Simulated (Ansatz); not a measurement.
Born–Oppenheimer molecular dynamics of Cl₂FHOZr (6 atoms, charge 0, multiplicity 1). It starts from a relaxed structure.

These are results of RHF/def2-SVP in Ansatz 0.2.0, not measurements.

```json
{"ensemble": "NVE (velocity Verlet)", "time step": "0.25 fs", "steps asked": "150", "starting velocities drawn for": "1500 K", "seed": "975854"}
```

First frame:

```xyz
6
Properties=species:S:1:pos:R:3
Zr 0.007 0.011 0.129
Cl 0.134 0.274 2.490
Cl 2.186 -0.109 -0.820
F -0.905 1.502 -0.610
O -0.955 -1.558 -0.286
H -1.427 -2.349 -0.487
```

(1) What does the run give?

(2) What happens to the structure?

(3) How do temperature and energy run in time?

Answers

(1) The run went to its last step.

```yaml
steps_done: 150
time_covered: 37.5 fs
mean_temperature_over_the_second_half: 695 K
spread_of_the_potential_energy_over_the_second_half: 5.9 meV per atom
mean_potential_energy_of_the_second_half_above_the_start: 69.4 meV per atom
```

The conserved energy stayed within 0.12 meV per atom of its start (net change 0.1 meV per atom), so the integration is sound. A run of 0.037 ps of so small a system gives no equilibrium averages.

(2) The same pairs are bonded in the first frame and the last. Pairs count as bonded within 1.25 times the sum of covalent radii (0.12 Å more for H–H). This is one draw of velocities; another would differ in detail.

(3) 
| time (fs) | T (K) | potential energy less start (eV) | conserved less start (meV/atom) |
| --- | --- | --- | --- |
| 0 | 1500 | 0.000 | 0.00 |
| 3 | 1317 | 0.095 | 0.07 |
| 6 | 1101 | 0.207 | 0.11 |
| 9 | 899 | 0.311 | 0.06 |
| 12 | 827 | 0.348 | 0.01 |
| 15 | 748 | 0.389 | 0.05 |
| 18 | 686 | 0.422 | 0.10 |
| 21 | 735 | 0.396 | 0.05 |
| 24 | 743 | 0.391 | 0.01 |
| 27 | 641 | 0.444 | 0.06 |
| 30 | 578 | 0.477 | 0.11 |
| 33 | 650 | 0.440 | 0.08 |
| 36 | 827 | 0.348 | 0.01 |

The run took 4.7 min on 1 thread of Arm Neoverse V2, with other jobs on the host, peak memory 0.2 GiB.
